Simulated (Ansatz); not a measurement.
`[CH3][GeH]1[O][SiH2]1` → `[CH2]` (triplet) + `[O]1[SiH2][GeH2]1`  (formal loss of a carbene)

Isolated molecules relaxed with PBE0-D4/def2-TZVP in Ansatz; ΔE leaves out vibrations. CCSD(T)/CBS adds triple-zeta CCSD(T) − MP2 to the extrapolated MP2 energy (def2 sets, frozen cores). This one scheme is used for every species. DFT in def2-TZVPP. Triplets are unrestricted, without spin–orbit coupling. For Ge outer-core shells are correlated without core-valence functions, which leaves a few kJ/mol of doubt a bond. Scalar relativity is left out up to krypton.

Problem. Is it downhill or uphill in electronic energy at CCSD(T)/CBS, and by how much? (Best estimate.)

Solution. Computed: Uphill: ΔE = +4.93 eV.

Problem. What do these levels give: revPBE-D4, r2SCAN-D4, BHLYP-D4, ωB97M-V, BLYP, r2SCANh, LC-ωPBE, RPA@PBE/def2-TZVPP, CCSD/def2-SVP, HF/def2-TZVPP, HF/def2-QZVPP, MP2/CBS(def2)? (Estimate.)

Solution. Ansatz gave: revPBE-D4 4.81, r2SCAN-D4 4.68, BHLYP-D4 4.69, ωB97M-V 4.92, BLYP 4.68, r2SCANh 4.64, LC-ωPBE 4.77, RPA@PBE/def2-TZVPP 4.71, CCSD/def2-SVP 4.52, HF/def2-TZVPP 3.34, HF/def2-QZVPP 3.33, MP2/CBS(def2) 5.09 eV.

Largest T1 diagnostic among the species: 0.014.

Leaving LDA and LC-ωPBE aside and taking each functional with its dispersion term where it has one, the values, not all of them listed here, spread over 0.36 eV, from r2SCAN0-D4 to ωB97X-V. LDA lies +0.71 eV from PBE without D4. In def2-TZVPP, CCSD(T) changes the Hartree–Fock value by +1.47 eV (the triples alone add +0.12 eV) and MP2 by +1.63 eV.
